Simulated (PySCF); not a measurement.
# YI: one state, many levels of theory

State: ¹Σ⁺ (singlet), closed shell. Set-up: PySCF, scalar-relativistic core potentials, basis sets Y def2-TZVPP with ECP28, I def2-TZVPP with ECP28. De refers to Y (4d1 5s2) + I in their high-spin ground configurations, without counterpoise correction. A positive dipole means Y(−)I(+).

```csv
Level,Re (Å),ωe (cm⁻¹),De (eV),μ (D)
RHF,2.861,198,n/a,-3.18
RHF-MP2,2.772,215,n/a,n/a
RHF-SCS-MP2,2.793,211,n/a,n/a
RHF-CCSD,2.805,209,3.94,n/a
RHF-CCSD(T),2.799,210,4.08,n/a
PBE,2.765,210,3.95,-2.23
PW91,2.763,211,3.98,-2.28
r²SCAN,2.767,214,3.78,-2.51
TPSSh,2.775,211,3.90,-2.55
PBE0,2.763,214,3.88,-2.56
HSE06,2.767,213,3.90,-2.61
MN15,2.765,211,3.85,-2.85
B2PLYP,2.784,210,3.92,-2.95
```

(1) Which functional lies closest to RHF-CCSD(T) in De, which farthest, and by how much do they differ from it?

(2) What does a quarter of exact exchange do here, going from PBE to PBE0?

(3) What does second-order correlation do here, going from RHF to RHF-MP2?

Correlated steps freeze 4 core orbitals. The metal atom is held in its measured ground configuration; semilocal functionals can put another filling of s and d lower by some tenths of an eV, and De to that atom would be smaller. These are scalar-relativistic numbers at best; spin–orbit coupling would shift them, the dissociation energy most. Where the molecule has an RHF reference, its open-shell atoms are computed with UHF. B2PLYP dipoles, levels and charges come from its SCF part alone.

The whole job (state search and all levels along the bond) took about 13 min on 2 threads of Arm Neoverse V1 (shared host), peak memory 3.2 GiB.

Results:

(1) Closest is PW91 (-3.6 pm in Re, +0.5 % in ωe, -0.10 eV in De against RHF-CCSD(T) in the same basis), farthest r²SCAN (-3.2 pm in Re, +1.9 % in ωe, -0.30 eV in De). CCSD(T) converges more slowly with the basis than the functionals do and binds too weakly in this one, so the order can change at the basis-set limit.

(2) PBE0 less PBE: -0.2 pm in Re, +1.9 % in ωe, -0.07 eV in De. Exact exchange removes part of the self-interaction that spreads semilocal densities, and in most molecules shortens and stiffens the bond and lowers De; so it does here.

(3) RHF-MP2 less RHF: -8.9 pm in Re, +8.6 % in ωe. Correlation nearly always deepens the well. The bond shortens, as in weak, metallic or heavy-atom bonds, where dispersion and the correlation of outer-core electrons pull the atoms together.
